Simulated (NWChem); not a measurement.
Everything below was run with NWChem. System: silylphosphine (H5PSi), charge 0, spin multiplicity 1, at a geometry optimised with PBE0/def2-SVP. Level: G0W0@PBE/def2-TZVPD, RI basis def2-tzvpd-rifit.

Input file:

```
start mol
memory heap 200 mb stack 700 mb global 1700 mb
geometry units angstroms nocenter noautoz noautosym
  Si    -1.069609     0.096085     0.217974
  P      1.121573    -0.078012    -0.340513
  H     -1.838025    -0.881290    -0.610310
  H     -1.524182     1.478901    -0.118177
  H     -1.347945    -0.168308     1.662924
  H      1.297983    -1.314534     0.354487
  H      1.563097     0.710223     0.767147
end
basis spherical
  * library def2-tzvpd
end
basis "ri basis" bse spherical
  * library def2-tzvpd-rifit
end
dft
  xc xpbe96 cpbe96
  iterations 100
  direct
  tolerances tight
end
task dft energy
gw
  states alpha occ 4 vir 2
end
task dft gw
```

Part of the output:

```
             Northwest Computational Chemistry Package (NWChem) 7.3.0
             --------------------------------------------------------

                                NWChem Input Module
                                -------------------

 Scaling coordinates for geometry "geometry" by  1.889725989
 (inverse scale =  0.529177249)

                             Geometry "geometry" -> ""
                             -------------------------

 Output coordinates in angstroms (scale by  1.889725989 to convert to a.u.)

  No.       Tag          Charge          X              Y              Z
 ---- ---------------- ---------- -------------- -------------- --------------
    1 Si                  14.0000    -1.06960900     0.09608500     0.21797400
    2 P                   15.0000     1.12157300    -0.07801200    -0.34051300
    3 H                    1.0000    -1.83802500    -0.88129000    -0.61031000
    4 H                    1.0000    -1.52418200     1.47890100    -0.11817700
    5 H                    1.0000    -1.34794500    -0.16830800     1.66292400
    6 H                    1.0000     1.29798300    -1.31453400     0.35448700
    7 H                    1.0000     1.56309700     0.71022300     0.76714700

 Effective nuclear repulsion energy (a.u.)      89.8277698483

            Nuclear Dipole moment (a.u.)
            ----------------------------
        X                 Y               Z
 ---------------- ---------------- ----------------
    -0.0000056692     0.0000037795     0.0000226767


 Summary of "ao basis" -> "" (spherical)
 ------------------------------------------------------------------------------
       Tag                 Description            Shells   Functions and Types
 ---------------- ------------------------------  ------  ---------------------
 *                         def2-tzvpd                 on all atoms

 new library libraries.bse/

 Summary of "ri basis" -> "" (spherical)
 ------------------------------------------------------------------------------
       Tag                 Description            Shells   Functions and Types
[...]
          62.554630913187          -5.626633774215         315.266547440514

     Multipole analysis of the density
     ---------------------------------

     L   x y z        total         alpha         beta         nuclear
     -   - - -        -----         -----         ----         -------
     0   0 0 0     -0.000000    -17.000000    -17.000000     34.000000

     1   1 0 0     -0.025229     -0.012611     -0.012611     -0.000006
     1   0 1 0     -0.043636     -0.021820     -0.021820      0.000004
     1   0 0 1      0.229054      0.114515      0.114515      0.000023

     2   2 0 0    -22.956543    -94.563068    -94.563068    166.169594
     2   1 1 0     -0.061767      6.673390      6.673390    -13.408548
     2   1 0 1      1.059320     15.301561     15.301561    -29.543803
     2   0 2 0    -21.802872    -20.623846    -20.623846     19.444820
     2   0 1 1      0.173086     -1.437842     -1.437842      3.048770
     2   0 0 2    -23.306141    -22.848981    -22.848981     22.391822

 Task  times  cpu:       13.7s     wall:       13.7s

                                NWChem Input Module
                                -------------------

                                 NWChem GW Module
                                 ----------------

                             ***********************
                             ***        GW       ***
                             ***********************

 Summary of "ri basis" -> "ri basis" (spherical)
 ------------------------------------------------------------------------------
       Tag                 Description            Shells   Functions and Types
 ---------------- ------------------------------  ------  ---------------------
 Si                     def2-tzvpd-rifit            33      129   10s8p7d6f2g
 P                      def2-tzvpd-rifit            33      129   10s8p7d6f2g
 H                      def2-tzvpd-rifit            10       24   5s3p2d

                 Memory Information
                 ------------------
          Available GA per process is          1699.9 MBs
          Available stack per process is        700.0 MBs
          Available heap per process is           0.0 MBs

          Peak memory in Initialization
              Peak GA per process is                  8.4 MBs
              Peak stack per process is               0.2 MBs
              Peak heap per process is                8.8 MBs
              Memory not in MA per process            0.0 MBs

          Peak memory in AFF Calculation
              Peak GA per process is                 41.3 MBs
              Peak stack per process is              28.7 MBs
              Peak heap per process is                0.0 MBs
              Memory not in MA per process           28.7 MBs

          Computing 2-center integrals
          Computing Inverse Cholesky factor
          Computing 3-center integrals
          Computing V_xc ...

          Computing Sigma_x
          Computing RPA polarizability
          Solving quasiparticle equations

                  Alpha Orbitals
          State     Energy (eV)     Error (eV)
          -----------------------------------
@GW        14        -11.902           0.002
@GW        15        -11.604           0.002
@GW        16        -10.923           0.002
@GW        17         -9.358           0.002
@GW        18          1.502           0.005
@GW        19          1.360           0.004

   Applying  -2.8056 eV scissor-shift to rest of particle states

   Applying   2.2813 eV scissor-shift to rest of hole states

     GW Timing Statistics
   ------------------------
   Init.   :          0.1s
     ERIs  :          0.8s
     Distr.:          0.0s
     Vxc   :          0.5s
   Sigma_x :          0.0s
   RPA     :          1.0s
   Wmn     :          0.0s
   Sigma_c :          0.0s
   GW total:          2.4s

 Task  times  cpu:        2.4s     wall:        2.4s

 Total times  cpu:       16.2s     wall:       16.2s
```
